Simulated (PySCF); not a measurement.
C₃H₁₀OSi₂, SMILES O(C[SiH2]C=C)[SiH3].

Coordinates come from a ωB97X-D3(BJ)/def2-SVP optimisation. The structure was generated by enumeration, and PubChem lists no compound with its InChIKey, so it may never have been made. Other conformers were not sampled.

Method: ωB97X-D3(BJ)/def2-SVP in PySCF.

Frequencies are harmonic and unscaled.

```csv
mode,ν (cm⁻¹),IR (km/mol),moving atoms (share of kinetic energy)
1,32,0.4,"C 29 %, Si 26 %, H 24 %, O 21 %"
2,67,1.6,"H 46 %, O 22 %, C 21 %, Si 10 %"
3,75,0.1,"C 51 %, H 38 %"
4,117,0.5,"H 52 %, C 17 %, Si 16 %, O 16 %"
5,150,2.3,"H 46 %, O 29 %, C 16 %, Si 9 %"
6,190,0.9,"H 37 %, C 26 %, O 22 %, Si 14 %"
7,241,1.6,"Si 40 %, H 27 %, C 26 %"
8,304,1.8,"H 45 %, C 35 %, Si 19 %"
9,501,11.1,"H 72 %, C 26 %"
10,551,24.3,"H 63 %, Si 27 %"
11,636,10.0,"H 42 %, C 40 %, Si 16 %"
12,719,71.2,"H 79 %, Si 10 %"
13,728,51.6,"H 55 %, C 26 %, Si 18 %"
14,741,9.4,"H 78 %, C 14 %"
15,752,24.4,"H 66 %, C 20 %, Si 12 %"
16,806,156.7,"H 34 %, Si 25 %, C 22 %, O 19 %"
17,844,3.7,"H 39 %, O 28 %, C 19 %, Si 14 %"
18,904,286.0,"H 74 %, Si 13 %, C 12 %"
19,952,68.8,H 96 %
20,958,166.8,H 95 %
21,973,125.9,H 94 %
22,1000,300.8,"H 88 %, Si 10 %"
23,1011,29.6,"H 74 %, C 26 %"
24,1022,1.6,"H 83 %, C 15 %"
25,1057,8.8,"H 90 %, C 10 %"
26,1157,198.6,"O 57 %, C 32 %, H 9 %"
27,1251,11.3,H 91 %
28,1282,3.2,"H 72 %, C 28 %"
29,1318,5.5,"H 70 %, C 28 %"
30,1433,16.4,"H 85 %, C 15 %"
31,1469,14.6,H 93 %
32,1712,9.9,"C 86 %, H 14 %"
33,2237,149.5,H 96 %
34,2237,121.4,H 97 %
35,2246,101.7,H 98 %
36,2253,131.1,H 97 %
37,2296,113.8,H 97 %
38,3021,25.3,H 95 %
39,3077,21.9,"H 90 %, C 10 %"
40,3145,13.8,H 95 %
41,3179,1.1,"H 92 %, C 8 %"
42,3238,8.1,"H 89 %, C 11 %"
```
